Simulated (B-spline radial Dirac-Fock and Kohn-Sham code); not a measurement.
**Relative photoemission cross sections at Mg Kα (1253.6 eV): 4s, 4p1/2, 4p3/2, Ga to Sm**

The computed values come from a B-spline atomic structure program: Dirac-Hartree-Slater photoionisation with all multipoles and Dirac-Fock thresholds. Cross sections are relative to C 1s, computed as 22.79 kb at this energy; β is from the dipole term. Free atoms in their tabulated ground configurations, whose changes along a row show as steps; without correlation, outer binding energies come out low.

| Z | element | σ 4s | σ 4p1/2 | σ 4p3/2 | β 4p3/2 | binding 4p3/2 (eV) |
| --- | --- | --- | --- | --- | --- | --- |
| 31 | Ga | 0.0738 | 0.00667 | 0.0128 | 1.60 | 5.41 |
| 32 | Ge | 0.0918 | 0.0190 | 0.0364 | 1.61 | 6.81 |
| 36 | Kr | 0.175 | 0.144 | 0.275 | 1.66 | 13.01 |
| 38 | Sr | 0.239 | 0.224 | 0.435 | 1.67 | 27.33 |
| 40 | Zr | 0.300 | 0.300 | 0.584 | 1.68 | 37.33 |
| 43 | Tc | 0.396 | 0.417 | 0.814 | 1.69 | 52.09 |
| 46 | Pd | 0.492 | 0.531 | 1.04 | 1.70 | 59.40 |
| 48 | Cd | 0.572 | 0.631 | 1.25 | 1.70 | 78.27 |
| 49 | In | 0.613 | 0.683 | 1.36 | 1.70 | 90.23 |
| 50 | Sn | 0.655 | 0.737 | 1.47 | 1.70 | 102.6 |
| 54 | Xe | 0.835 | 0.965 | 1.98 | 1.69 | 156.8 |
| 56 | Ba | 0.929 | 1.08 | 2.25 | 1.68 | 197.9 |
| 57 | La | 0.977 | 1.14 | 2.39 | 1.67 | 217.0 |
| 58 | Ce | 1.02 | 1.19 | 2.50 | 1.66 | 227.6 |
| 59 | Pr | 1.05 | 1.22 | 2.59 | 1.65 | 230.1 |
| 60 | Nd | 1.08 | 1.26 | 2.70 | 1.65 | 240.6 |
| 61 | Pm | 1.12 | 1.30 | 2.81 | 1.64 | 251.2 |
| 62 | Sm | 1.15 | 1.34 | 2.92 | 1.62 | 261.8 |
